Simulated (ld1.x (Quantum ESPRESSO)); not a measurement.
Sm (Z = 62): variants of one RRKJ potential

Base potential:

- Element: samarium (Sm)
- Generator: ld1.x (Quantum ESPRESSO) 7.5
- Type: norm-conserving RRKJ (Kleinman–Bylander form)
- Functional: LDA (PZ)
- Relativity: scalar-relativistic
- Frozen core: [Kr] 4d10 4f5
- Valence charge: 11
- Reference configuration: 5s2 5p6 5d1 6s2 6p0
- Partial waves: 5p (bound): rc 2.15 bohr; 5d (bound): rc 2.85 bohr; 5s (bound): rc 2.30 bohr
- Local potential: the s channel
- Core correction: Bessel-smoothed model core, default radius (core density twice the valence density)

Occupied shells without a wave of their own: 6s. They enter only through the test configuration that unscreens the potential, and ld1.x also counts them in the model core charge.

Cutoffs, loose and tight: the cutoffs (Ry, on a coarse ladder) from which the occupation-weighted sum of valence levels, in a spherical-Bessel basis at the reference potential, stays within 10 and 1 mRy of its value at 400 Ry. They do not see the model core or the augmentation charge, which bear on the density cutoff. Test errors are all-electron minus pseudo excitation energies from the reference, over the configurations 5s2 5p6 5d1 6s1 6p0; 5s2 5p6 5d1 6s0 6p0; 5s2 5p6 5d0 6s0 6p0; 5s2 5p6 5d0 6s2 6p0; 5s2 5p6 5d1 6s1 6p1; 5s2 5p6 5d1 6s1.5 6p0; 5s2 5p6 5d1 6s0 6p1 (two spin-polarised tests are not counted in the largest error). A dash means not determined; rows that change the core or the reference have their own tests. The largest error is taken over the tests solved by every variant that gives reliable tests at all: 5s2 5p6 5d0 6s0 6p0; 5s2 5p6 5d0 6s2 6p0; 5s2 5p6 5d1 6s0 6p0; 5s2 5p6 5d1 6s0 6p1.

With those shells counted twice in exchange and correlation these files are broken, and their errors move erratically; no question is asked of them.

Cutoffs are not given where the Bessel-basis levels miss the radial ones by over 6 mRy, ghosts where they miss by over 20 mRy; a channel whose overlap is not positive is not tested.

The default core radius of the base comes out at 1.06 bohr.

```csv
change,outcome,"cutoff, loose","cutoff, tight",bound ghosts,largest test error (meV)
base,"generated, misses its reference levels by 1.26 eV",30 Ry,45 Ry,none,-7165
"core [Kr] 4d10, valence charge 16; reference 4f6 5s2 5p6 5d0 6s2 6p0; waves now 5p (bound): rc 2.75 bohr; 5d (bound): rc 2.45 bohr; 4f (bound): rc 0.70 bohr; 5s (bound): rc 1.60 bohr; core correction Bessel-smoothed model core inside 0.70 bohr",generated,over 300 Ry,over 300 Ry,none,-1372
"all radii but the core radius scaled by about 1.08 (s 2.50, p 2.32, d 3.08 bohr)","generated, misses its reference levels by 1.64 eV",–,–,not determined,-8515
wave 5d (bound): rc 2.85 bohr becomes 5d (bound): rc 2.36 bohr,"generated, misses its reference levels by 1.26 eV",30 Ry,45 Ry,none,-7175
wave 5p (bound): rc 2.15 bohr becomes 5p (bound): rc 3.24 bohr,"generated, misses its reference levels by 1.26 eV",18 Ry,40 Ry,none,-7161
core correction Bessel-smoothed model core inside 2.28 bohr,"generated, misses its reference levels by 1.26 eV",30 Ry,45 Ry,none,-7138
wave 5s (bound): rc 2.30 bohr becomes 5s (bound): rc 2.34 bohr,"generated, misses its reference levels by 1.35 eV",–,–,none,-7480
fully relativistic,"generated, misses its reference levels by 1.26 eV",30 Ry,45 Ry,none,-7112
wave 5d (bound): rc 2.85 bohr becomes 5d (bound): rc 3.06 bohr,"generated, misses its reference levels by 1.26 eV",30 Ry,45 Ry,none,-7151
```
